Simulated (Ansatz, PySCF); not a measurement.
In(I)(Me)2 (C2H6IIn), SMILES [CH3][In]([CH3])[I].

Geometry: PBE-D3(BJ)/def2-SVP. The structure was generated by enumeration; whether it is a known compound was not checked. The def2 effective core potentials stand for the cores of I, In; spin–orbit coupling is left out.

Vertical ionisation energy (IE) and electron affinity (EA) in eV. Rows of orbital energies are one-electron estimates. Where ΔSCF, EOM or ADC give a negative EA the extra electron is unbound and the value depends on the basis.

```
level                                                                             IE          EA
------------------------------------------------------------------------  ----------  ----------
−ε(HOMO), −ε(LUMO), ωB97X/def2-TZVP (PySCF)                                     9.10       -0.26
−ε(HOMO), −ε(LUMO), PBE/def2-TZVP (PySCF)                                 (withheld)  (withheld)
ΔSCF, CAM-B3LYP/def2-SVPD (Ansatz), final states of multiplicity 2 and 2        9.00        0.01
ΔSCF, PBE/def2-SVPD (Ansatz), final states of multiplicity 2 and 2              8.56        0.03
```

Q: Fill in the missing entries. (An estimate is asked for; the answer gives what the named calculation found.)

A: 
- −ε(HOMO), −ε(LUMO), PBE/def2-TZVP (PySCF), IE: 5.81
- −ε(HOMO), −ε(LUMO), PBE/def2-TZVP (PySCF), EA: 2.13

Q: What vertical singlet–triplet gap does ΔSCF give with CAM-B3LYP/def2-SVPD (Ansatz, a program for electronic structure) and with PBE/def2-SVPD (Ansatz)? (The exact figures need the calculation; the answer reports its results.)

A: 4.58 and 4.00 eV (triplet above singlet where positive).
